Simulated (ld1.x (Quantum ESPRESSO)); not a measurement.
## Ranking RRKJ potentials for O

All share these settings but for the change named:

| Property | Result |
| --- | --- |
| Element | oxygen (O) |
| Generator | ld1.x (Quantum ESPRESSO) 7.5 |
| Type | norm-conserving RRKJ (Kleinman–Bylander form) |
| Functional | PBE |
| Relativity | non-relativistic |
| Frozen core | [He] |
| Valence charge | 6 |
| Reference configuration | 2s2 2p4 |
| Partial waves | 2s (bound): rc 0.80 bohr; 2p (bound): rc 1.60 bohr |
| Local potential | the p channel |
| Core correction | none |
| rho0 | 0.01 |

Test errors are all-electron minus pseudo excitation energies from the reference, over 2s2 2p3; 2s2 2p2; 2s2 2p1; 2s2 2p3.5; 2s2 2p4.3; 2s1 2p4; 2s1 2p5. None of these files shows a bound ghost.

The base gives 756.3 meV.

Of 8 variants that were run, those that failed, showed a ghost or another fault, or gave nearly equal values are left out.

A variant can come out equal or close to the base, since the largest error may sit in a test that the change hardly touches while other tests move.

Question: Rank these variants by their largest absolute test error, smallest first.
A. wave 2p (bound): rc 1.60 bohr becomes 2p (bound): rc 1.78 bohr
B. wave 2p (bound): rc 1.60 bohr becomes 2p (bound): rc 2.32 bohr
C. type TM; rho0 0
D. all radii scaled by about 0.87 (s 0.70, p 1.40 bohr)

Answer: D (451.4 meV), C (788.7 meV), A (1166.1 meV), B (3488.7 meV).
